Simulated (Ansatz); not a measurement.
CH5B2FO can be A, `BCB(O)F`, or B, `BB(F)OC`.

Isolated molecules relaxed with PBE0-D4/def2-TZVP in Ansatz; ΔE leaves out vibrations. CCSD(T)/CBS adds triple-zeta CCSD(T) − MP2 to the extrapolated MP2 energy (def2 sets, frozen cores). Functionals use def2-TZVPP. B3LYP here is the variant with VWN-RPA as its local correlation; programs differ in this. Each species was taken in one conformer, which may not be the lowest.

Which is lower in electronic energy at CCSD(T)/CBS, and by how much? (Best estimate.)

Computed: A, by 34.7 kcal/mol.

Give E(B) − E(A) in kcal/mol with CCSD(T)/def2-SVP, CCSD(T)/def2-TZVPP, ωB97M-V, B3LYP-D4, PBE-D4, B3LYP, BLYP-D4. (Estimate.)

Ansatz gave: CCSD(T)/def2-SVP 33.7, CCSD(T)/def2-TZVPP 34.1, ωB97M-V 35.3, B3LYP-D4 32.7, PBE-D4 34.0, B3LYP 32.4, BLYP-D4 31.9. None reverses the order clearly.

Does the order hold for the free energy at 298.15 K (harmonic terms from PBE0-D4)? (Estimate.)

Ansatz gave: Yes: G(B) − G(A) = +34.4 kcal/mol, for one conformer each. Modes under 60 cm⁻¹, often nearly free rotors, make the harmonic entropy too high.

Largest T1 diagnostic: 0.013.

From BLYP to BHLYP (50 % exact exchange), in def2-TZVPP and without D4, E(B) − E(A) moves by +1.4 kcal/mol. Leaving LDA and LC-ωPBE aside and taking each functional with its dispersion term where it has one, the values, not all of them listed here, spread over 4.0 kcal/mol, from BLYP-D4 to r2SCAN0-D4. LDA lies +2.3 kcal/mol from PBE without D4.
